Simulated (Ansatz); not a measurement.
`[SiH3]/C=C\S`. Total charge 0; spin multiplicity 1. The structure was optimised at the PBE0-D4/def2-TZVP level. It is one conformer, not always the lowest.

```xyz
10

Si   -0.972   -0.582   -0.776
C     0.514   -0.676    0.330
C     1.144    0.354    0.902
S     0.791    2.055    0.795
H    -1.207   -1.910   -1.399
H    -2.191   -0.183   -0.018
H    -0.777    0.430   -1.853
H     0.924   -1.660    0.547
H     2.008    0.193    1.543
H    -0.235    1.979   -0.071
```

(1) What is the dipole moment at B3LYP/def2-TZVPP? (Estimate.)

(2) And with PBE, r2SCAN, ωB97M-V? (Estimate.)

(3) Give the Mulliken charges with B3LYP, r2SCAN, ωB97M-V in def2-TZVPP. (Best estimate.)

Results:

(1) The calculation gave: 0.54 D, with components (0.32, -0.40, 0.17) D in this frame, pointing from negative to positive charge.

(2) Ansatz gave: PBE 0.51 D, r2SCAN 0.54 D, ωB97M-V 0.59 D.

(3) The calculation gave: 
```csv
atom,B3LYP,r2SCAN,ωB97M-V
Si1,0.26,0.28,0.16
C2,-0.25,-0.27,-0.28
C3,-0.06,0.00,-0.07
S4,-0.08,-0.08,-0.07
H5,-0.07,-0.07,-0.02
H6,-0.06,-0.06,-0.02
H7,-0.07,-0.07,-0.03
H8,0.10,0.08,0.10
H9,0.11,0.08,0.11
H10,0.10,0.10,0.10
```

B3LYP here is the variant with VWN-RPA as its local correlation; programs differ in this.
